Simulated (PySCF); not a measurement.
## Be⁺ (beryllium, charge +1) across methods

[He] 2p1, 2P determinant (an excited configuration). Computed with PySCF 2.14 in x2c-TZVPPall (5s3p1d, 19 functions), with scalar relativity by spin-free X2C-1e.

```csv
method,E (hartree),mean ε 1s α (eV),mean ε 1s β (eV),mean ε 2p α (eV),Σ⟨r²⟩ (bohr²),⟨S²⟩
r2SCAN,-14.1962,-120.39,-120.17,-11.002,7.075,0.750
BLYP,-14.2059,-118.39,-118.18,-10.822,6.993,0.750
UHF,-14.13168,-140.35,-140.09,-14.108,7.365,0.750
wB97M-V,-14.1917,-126.77,-126.50,-13.371,7.217,0.750
PBE,-14.1719,-118.10,-117.80,-10.916,7.106,0.750
M06,-14.2112,-123.99,-123.77,-11.589,7.073,0.750
PBEsol,-14.0777,-117.27,-116.99,-10.755,7.156,0.750
LDA,-13.9862,-116.75,-116.46,-10.688,7.162,0.750
```

Question: Estimate the same row for PBE0.

Answer: E (hartree) = -14.1750; mean ε 1s α (eV) = -123.85; mean ε 1s β (eV) = -123.56; mean ε 2p α (eV) = -11.797; Σ⟨r²⟩ (bohr²) = 7.136; ⟨S²⟩ = 0.750.
